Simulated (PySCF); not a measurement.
Compound: C₆H₇NO₂P (charge -1).
Atom-mapped SMILES: `[CH3:1][P@:2](=[O:3])([O-:4])[c:5]1[cH:6][cH:7][cH:8][cH:9][n:10]1` (hydrogens: H11, H12, H13 on C1; H14 on C6; H15 on C7; H16 on C8; H17 on C9)

Structure used (PBE0-D3(BJ)/def2-SVP), in Å, numbered top down from 1:
```xyz
17
C6H7NO2P angstrom
C     -2.3653   -1.3218    0.3001
P     -1.8022    0.3529    0.8017
O     -2.0108    0.5310    2.2884
O     -2.2832    1.3666   -0.2111
C      0.0400    0.2433    0.5653
C      0.7818    1.4014    0.8706
C      2.1586    1.3947    0.7206
C      2.7772    0.2248    0.2662
C      1.9660   -0.8707   -0.0116
N      0.6405   -0.8722    0.1288
H     -2.1276   -1.5190   -0.7547
H     -1.9086   -2.0985    0.9297
H     -3.4581   -1.3401    0.4372
H      0.2426    2.2846    1.2213
H      2.7524    2.2849    0.9524
H      3.8603    0.1646    0.1314
H      2.4170   -1.8068   -0.3707
```

Computed, not measured: PySCF, TDDFT B3LYP/def2-SVPD, vertical, gas phase, core orbitals frozen in the response. The geometry's basis has no diffuse functions, a weakness for an anion.

Transition dipole moments from the ground state, in atomic units and in the frame of the coordinates above (overall signs are arbitrary), for the states with f of 0.002 or more among the lowest 10:

```json
{"state": "S1", "E (hartree)": "0.1368", "μx": "-0.017", "μy": "0.055", "μz": "-0.164"}
{"state": "S3", "E (hartree)": "0.1468", "μx": "0.351", "μy": "-0.139", "μz": "-0.082"}
{"state": "S5", "E (hartree)": "0.1633", "μx": "-0.911", "μy": "0.138", "μz": "0.146"}
{"state": "S6", "E (hartree)": "0.1656", "μx": "-0.025", "μy": "0.048", "μz": "-0.137"}
{"state": "S7", "E (hartree)": "0.1691", "μx": "-0.605", "μy": "-0.108", "μz": "0.030"}
{"state": "S9", "E (hartree)": "0.1817", "μx": "0.225", "μy": "0.134", "μz": "0.021"}
{"state": "S10", "E (hartree)": "0.1861", "μx": "0.012", "μy": "-0.044", "μz": "0.131"}
```

What oscillator strength does each state have?

f = (2/3) ΔE |μ|² with ΔE in hartree (27.2114 eV).

```tsv
state	|μ|² (au)	|μ| (D)	f
S1	0.030	0.44	0.003
S3	0.150	0.98	0.015
S5	0.871	2.37	0.095
S6	0.022	0.37	0.002
S7	0.378	1.56	0.043
S9	0.069	0.67	0.008
S10	0.019	0.35	0.002
```

Label these states by symmetry in Cs.

From a totally symmetric ground state, an allowed state transforms like the component of the dipole operator along its μ. Polarised normal to the mirror plane, so A″: S1, S6 and S10. Polarised in the mirror plane, so A′: S3, S5, S7 and S9.

What angle do the transition dipoles of S3 and S5 make?

|cos θ| = |μa·μb| / (|μa| |μb|) = 0.97, so θ ≈ 13° (taken between 0 and 90°, since the signs are arbitrary).

How is the summed strength of these states shared among x, y and z?

(2/3) Σ ΔE μα² gives 0.150 for x, 0.008 for y and 0.010 for z, 0.168 in all.

What peak molar absorption coefficient would the strongest computed level give as a lone Gaussian band 0.4 eV wide at half height?

ε(max) = 2.175×10⁸ f / FWHM, with the width in cm⁻¹. S5: 2.175×10⁸ × 0.0948 / 3226 ≈ 6400 L mol⁻¹ cm⁻¹.

From S4 up the states lie above the vertical detachment energy of 4.11 eV (ΔSCF), that is within the continuum, which a finite basis only mimics.

One conformer stands for the species.
